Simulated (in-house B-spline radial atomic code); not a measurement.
**RPA and G0W0 on wB97X: the tin ion Sn²⁺**

Configuration [Kr] 4d10 5s2, mean-field start wB97X. Computed with a B-spline radial code for spherical atoms: all electrons, scalar-relativistic (spin-free one-electron X2C), finite nucleus, each spin shell either full or empty, empty states to l = 9 with an (l + 1/2)⁻⁴ tail; G0W0 by contour deformation at full frequency.

Command:
```bash
python run_gw.py task.json out
```
Settings (radii: box in bohr, nucleus in fm):
```
Z                        50
electrons                48
configuration            [Kr] 4d10 5s2
hamiltonian              x2c
method                   wb97x
lmax                     9
rms_radius               4.6519
spin_polarised           False
box_radius               17.55
intervals                69
ion_configuration        [Kr] 4d10 5s1
```

Cost of the run: 14 s on 1 thread of Arm Neoverse N1, with other jobs on the host.

Energies (hartree):

| term | value |
| --- | --- |
| mean-field total | -6175.98906 |
| Hartree-Fock functional on these orbitals | -6173.05423 |
| direct second order | -4.1883 |
| second-order exchange | 1.1539 |
| SOSEX correction | 1.0762 |

Task: What is the RPA correlation energy, and what remains with SOSEX?

Result: RPA gives -3.6932 hartree (-2.09 eV per electron); RPA + SOSEX gives -2.617, and the second-order doubles -3.0345 hartree (no singles). SOSEX takes back 29 % of the RPA value.

Quasi-particle levels (eV):

```csv
level,occupied,mean field,Σx - vxc,Σc,QP weight,G0W0
5s,yes,-29.451,0.68,?,?,?
4d,yes,-48.36,-4.37,0.75,0.916,-51.98
5p,no,-14.729,1.50,-1.17,0.967,-14.402
```

G0W0 = mean field + (Σx - vxc) + Σc, with Σc (partial-wave tail included) taken at the quasi-particle energy. Only the outer levels were computed. Levels of low weight are left out.

Task: Where does G0W0 put 5s?

Result: At -30.77 eV, with Σc = -2.00 eV and a quasi-particle weight of 0.963. The tabulated removal energy is 30.506 ± 0.003 eV (NIST, measured); the calculation leaves out spin-orbit coupling, Breit and QED terms, and what these don't explain is the method's own error.

Task: What does it cost to remove one electron (to [Kr] 4d10 5s1) by differences of total energies, each species on its own start (correlation terms add to the Hartree-Fock functional)?

Result: wB97X 30.45 eV, Hartree-Fock functional 28.503 eV, + RPA 30.54 eV, + RPA + SOSEX 30.10 eV, + second order 31.11 eV. Tabulated: 30.506 ± 0.003 eV (NIST, measured); the calculation leaves out spin-orbit coupling, Breit and QED terms, and what these don't explain is the method's own error.
